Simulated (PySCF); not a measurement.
How methods differ on the excitation energy of Ge

Ge [Ar] 3d10 4s2 4p2 (3P) → Ge [Ar] 3d10 4s1 4p3 (5S), as a difference of total energies. Calculation: PySCF 2.14, in x2c-TZVPPall; the spin-free X2C one-electron Hamiltonian (Gaussian nucleus). Correlated levels: valence and next inner shell: [Ne] frozen. The calculations carry no spin-orbit coupling.

Q: Order these methods by the excitation energy they give, lowest first.
A. MP2 (valence and next inner shell)
B. UHF
C. CCSD (valence and next inner shell)
D. SCS-MP2 (valence and next inner shell)

A: B (3.541 eV), A (4.591 eV), C (4.735 eV), D (4.956 eV).

Errors of the correlated levels include the incompleteness of this basis and the frozen core.

For comparison: 5.078 eV (measured; NIST levels, between the centres of gravity of the two terms).
